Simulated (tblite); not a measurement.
Compound: C8H9P.
Numbering: `[cH:1]1[cH:2][cH:3][c:4]([CH:5]2[CH2:6][CH2:7]2)[p:8][cH:9]1` (hydrogens: H10 on C1; H11 on C2; H12 on C3; H13 on C5; H14, H15 on C6; H16, H17 on C7; H18 on C9)

Geometry (GFN2-xTB, Å), atoms numbered from 1 in this order:
```
atom  x, y, z in Å
C1     2.860   -0.111   -0.326
C2     2.268    1.003    0.246
C3     0.899    1.118    0.414
C4    -0.028    0.158    0.042
C5    -1.462    0.423    0.286
C6    -2.384   -0.709    0.658
C7    -2.496   -0.081   -0.688
P8     0.415   -1.364   -0.706
C9     2.136   -1.195   -0.774
H10    3.938   -0.131   -0.425
H11    2.898    1.818    0.574
H12    0.521    2.027    0.870
H13   -1.660    1.383    0.750
H14   -3.157   -0.519    1.387
H15   -1.948   -1.696    0.723
H16   -2.137   -0.638   -1.541
H17   -3.347    0.549   -0.898
H18    2.672   -2.028   -1.213
```

Computed values, GFN2-xTB/tblite, gas phase, harmonic and unscaled. Against measured fundamentals such values can be off by several per cent, at times by over 20. One conformer, not necessarily the lowest.

Harmonic wavenumbers (cm⁻¹): 54.9, 129.4, 175.4, 251.8, 297.5, 335.9, 455.4, 490.8, 504.1, 578.6, 655.2, 736.0, 798.3, 813.3, 848.8, 849.8, 866.4, 906.8, 923.1, 950.1, 954.2, 1022.5, 1066.7, 1067.0, 1083.7, 1093.2, 1151.6, 1171.6, 1188.0, 1209.3, 1244.9, 1285.8, 1344.3, 1379.9, 1401.9, 1423.6, 1475.2, 1513.6, 1562.7, 3023.5, 3030.6, 3030.8, 3049.4, 3068.5, 3070.4, 3076.8, 3086.3, 3101.6.

A = 3151, B = 1060, C = 845.1 MHz; mass 136.044 u (most abundant isotopes); point group Cs, symmetry number 1.

Zero-point energy?

½Σν̃ = 31400 cm⁻¹ = 375.62 kJ/mol.

What is S at 298.15 K and 1 bar for an ideal gas of classical rigid rotors and harmonic oscillators?

Translation 170.13, rotation 121.85, vibration 82.34: S = 374.3 J/(mol K).

And Cp and H(298.15 K) − H(0)?

Cp = 140.58 J/(mol K), of which vibrations give 107.32 (their classical limit is 48 R = 399.1); H(298.15 K) − H(0) = 23.90 kJ/mol without the zero-point energy, 13.99 from vibrations.

How do the functions run with temperature in this model?

| T (K) | S (J/(mol K)) | Cp (J/(mol K)) | H − H(0) (kJ/mol) | G − H(0) (kJ/mol) | ln q(vib) |
| --- | --- | --- | --- | --- | --- |
| 100 | 275.2 | 60.7 | 4.52 | -23.00 | 0.91 |
| 200 | 327.8 | 96.5 | 12.31 | -53.24 | 2.50 |
| 300 | 375.2 | 141.4 | 24.16 | -88.40 | 4.30 |
| 500 | 467.8 | 223.5 | 61.12 | -172.78 | 8.38 |
| 800 | 590.7 | 297.6 | 140.44 | -332.12 | 14.87 |
| 1000 | 660.6 | 328.0 | 203.17 | -457.40 | 19.05 |

q(vib) and H(0) count from the zero-point level.

Blend soft modes into free rotors: weight 1/[1 + (100 cm⁻¹/ν̃)⁴] for the oscillator and the rest for a rotor with moment μB/(μ + B), μ = h/(8π²ν), B = 10⁻⁴⁴ kg m². What vibrational entropy results?

77.46 J/(mol K) in place of 82.34, which changes −T·S at 298.15 K by +1.46 kJ/mol.

Hindered rotation and anharmonicity are outside this model. Other conformers, if any are populated, would add a mixing term that is left out.
